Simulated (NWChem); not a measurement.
System: CH6ClNOSi; SMILES CN[Si@H](O)Cl

```xyz
11

C      0.5578    -2.5089    -0.1175
N      0.8520    -1.1032     0.0324
Si    -0.2701     0.1319     0.3629
O     -1.6118    -0.1671    -0.5592
Cl     0.6822     1.9059    -0.1296
H     -0.5313    -2.6568    -0.1579
H      0.9657    -2.9131    -1.0599
H      0.9500    -3.1251     0.7124
H      1.8287    -0.8479    -0.0496
H     -0.7216     0.3117     1.7713
H     -2.4354     0.2195    -0.2473
```
Atoms are numbered in this order, from 1.

Level: PBE0/def2-SVP (NWChem), optimised geometry, unscaled harmonic frequencies. 

```csv
frequency (cm⁻¹),IR intensity (km/mol)
65,0.4
115,5.6
149,0.9
216,2.5
302,51.6
309,36.6
388,104.9
404,25.6
559,97.0
768,178.6
791,14.8
844,250.0
881,87.2
965,149.0
1102,25.5
1141,1.1
1185,119.0
1406,94.4
1451,16.2
1467,4.0
1499,9.4
2242,161.0
3021,83.5
3095,33.1
3152,10.6
3659,39.6
3931,106.6
```

```
Quantity                                                                            Value
-----------------------------------------------------------------------  ----------------
zero-point energy                                                           50.2 kcal/mol
thermal correction to the enthalpy at 298.15 K (with zero-point energy)     55.5 kcal/mol
heat capacity Cv                                                         25.0 cal/(mol K)
entropy at 298.15 K and 1 atm (symmetry number 1)                        85.9 cal/(mol K)
dipole moment                                                                      1.81 D
```

Rigid rotor and harmonic oscillator; modes under 100 cm⁻¹ make the entropy uncertain.
